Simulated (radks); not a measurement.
Cl3+, configuration [Ne] 3s2 3p2 (the NIST ground configuration).

All-electron calculation, scalar-relativistic Kohn-Sham, SCAN, spin-polarised, spherical densities, finite nucleus; open shells are filled with parallel spins first; meta-GGA in the generalised Kohn-Sham scheme; Fermi nuclear charge, rms radius 3.3654 fm. Program: a radial shooting solver on a logarithmic mesh with Libxc functionals.

Energy parts (Ry):
part                       energy
total                  -917.69315
kinetic                 922.06262
electron-nucleus      -2143.97678
Hartree                 358.41941
exchange-correlation    -54.19839

Orbitals (lengths in bohr, moments of r in powers of bohr):
| orbital | occ. | eigenvalue (Ry) | <r> | <r^4> |
|---|---|---|---|---|
| 1s up | 1 | -206.7211 | 0.09099 | 0.0003215 |
| 1s down | 1 | -206.6729 | 0.09097 | 0.0003212 |
| 2s up | 1 | -22.27541 | 0.4415 | 0.09674 |
| 2s down | 1 | -22.24705 | 0.4415 | 0.09598 |
| 2p up | 3 | -17.65247 | 0.4048 | 0.08888 |
| 2p down | 3 | -17.59760 | 0.4048 | 0.08793 |
| 3s up | 1 | -4.51374 | 1.397 | 7.667 |
| 3s down | 1 | -4.19678 | 1.406 | 8.009 |
| 3p up | 2 | -3.44007 | 1.509 | 11.09 |

The highest occupied level is 3p up at -46.805 eV. The density falls to 0.001 e/bohr^3 at r = 3.03 bohr. The electron density at the nucleus is 3607 e/bohr^3 (large components only). For comparison, the ionisation energy in NIST's Atomic Spectra Database is 53.2 eV (semi-empirical). In exact Kohn-Sham theory the highest level is minus the ionisation energy, but local and semilocal functionals leave it too shallow, through self-interaction and a potential that decays too fast; potentials with the right tail come closer. The spin density at the nucleus is 0.0236 e/bohr^3 (1s -0.4998, 2s 0.4108, 3s 0.1125). Summed over all electrons, <r^2> = 11.45 bohr^2, which gives a Langevin (diamagnetic) susceptibility term of -9.07 x 10^-6 cm^3/mol. Spin moment in Bohr magnetons: 2.

Empty levels of this run are not shown, since the potential may be unsettled where no density lies.
